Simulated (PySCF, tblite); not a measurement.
C₇H₇N.
Numbering: `[CH2:1]=[N:2]/[CH:3]=[C:4]1\[CH:5]=[CH:6][C:7]1=[CH2:8]` (hydrogens: H9, H10 on C1; H11 on C3; H12 on C5; H13 on C6; H14, H15 on C8)

The geometry is computed with GFN2-xTB (gas phase).

(1) What internal coordinates does the optimisation give?

Results:

(1) 
| bond | length (pm) | order |
| --- | --- | --- |
| C1=N2 | 126.2 | double |
| N2–C3 | 137.4 | single |
| C3=C4 | 133.6 | double |
| C4–C5 | 146.6 | single |
| C5=C6 | 135.4 | double |
| C6–C7 | 147.5 | single |
| C7=C8 | 132.1 | double |
| C4–C7 | 149.3 | single |
| C1–H9 | 107.9 | single |
| C1–H10 | 109.6 | single |
| C3–H11 | 109.3 | single |
| C5–H12 | 107.2 | single |
| C6–H13 | 107.4 | single |
| C8–H14 | 107.6 | single |
| C8–H15 | 107.7 | single |

Orders are formal, as drawn. A selection of angles:
| angle | degrees |
| --- | --- |
| C1–N2–C3 | 120.2 |
| N2–C3–C4 | 120.6 |
| C3–C4–C5 | 136.6 |
| C3–C4–C7 | 135.8 |
| C5–C4–C7 | 87.6 |
| C4–C5–C6 | 92.8 |
| C5–C6–C7 | 92.6 |
| C6–C7–C8 | 136.8 |
| C4–C7–C6 | 87.0 |
| C4–C7–C8 | 136.2 |

Dihedral angles: C1–N2–C3–C4 180° (antiperiplanar); N2–C3–C4–C5 0° (synperiplanar); C3–C4–C5–C6 180° (antiperiplanar); C4–C5–C6–C7 0° (synperiplanar); C5–C6–C7–C8 180° (antiperiplanar); C3–C4–C7–C6 180° (antiperiplanar).

The 8 heavy atoms lie in one plane (0.000 Å rms). N2 (imine nitrogen) is bent (angle 120.2°). The 4-membered ring C4–C5–C6–C7 has internal angles of 87.0° to 92.8° (sum 360°, against 360° for a flat polygon); it is planar, 0.00 Å rms from its mean plane, widest ring torsion 0°. The C–N distances run from 1.262 Å (C1=N2, drawn double) to 1.374 Å (N2–C3, drawn single), a spread of 0.112 Å. The 6 C–C bonds span 1.321 Å (C7=C8, drawn double) to 1.493 Å (C4–C7, drawn single), a spread of 0.172 Å. Of the pairs four or more bonds apart, H10···H11 is among the closest relative to their van der Waals radii: 2.35 Å, 98 % of the sum of Bondi's values.

Point group: Cs (tolerance 0.08 Å). Its GFN2-xTB frequencies are all real (lowest 86 cm⁻¹). The numbers are those of one conformer.
